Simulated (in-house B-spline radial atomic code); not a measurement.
The numbers below are computed, except where a source is named.
# Si in an electron gas of r_s = 1.8: phase shifts, screening and friction

A nucleus sits in a uniform electron gas with a rigid positive background. The Kohn-Sham equations are solved self-consistently in the spin-unpolarised LDA (PW92), non-relativistic, on B-splines with outgoing waves at the boundary and partial waves to l = 8. The model has no lattice, no bands and no magnetic solution. Atomic units; δ_l are the phase shifts at the Fermi level, counted so that each bound state adds π, and good to about 0.0005.

The density parameter is r_s = 1.8 bohr.

| l | δ_l (rad) |
| --- | --- |
| 0 | 6.6977 |
| 1 | 4.1379 |
| 2 | 0.4651 |
| 3 | 0.0579 |
| 4 | 0.0120 |
| 5 | 0.0028 |
| 6 | 0.0007 |
| 7 | 0.0002 |
| 8 | 0.0001 |

Bound levels below the band bottom (hartree): s -64.51, s -4.479, p -2.913, s -0.03334.

Check the Friedel sum rule, and say where the screening charge sits.

k_F = (9π/4)^(1/3)/r_s = 1.06620. The rule is Z = (2/π) Σ (2l + 1) δ_l. The terms are s 4.264, p 7.903, d 1.480, f 0.258 and 0.097 beyond, in all 14.002 against Z = 14. Bound states hold 6 s, 6 p, 0 d electrons, so the scattering states carry 2.00 in all; where a term is smaller than its bound count, the bound level has drawn weight out of the band.

Find the transport cross section and the electronic stopping of a 5 keV Si ion (mass 28.09 u).

σ_tr = (4π/k_F²) Σ (l + 1) sin²(δ_l − δ_(l+1)). The terms for l = 0 to 3 are 0.3020, 0.5132, 0.4705, 0.0084, all together 1.2946, so σ_tr = 11.054 × 1.2946 = 14.311 bohr². With n = 3/(4π r_s³) = 0.04093, the friction coefficient is Q = n k_F σ_tr = 0.6246. For v well below v_F = 1.066, dE/dx = Q v; with 24801 eV per u at v = 1, v = √(5000/(24801 × 28.09)) = 0.0847, so dE/dx = 0.05292 hartree/bohr = 27.2 eV/nm. The largest term couples the p and d waves.
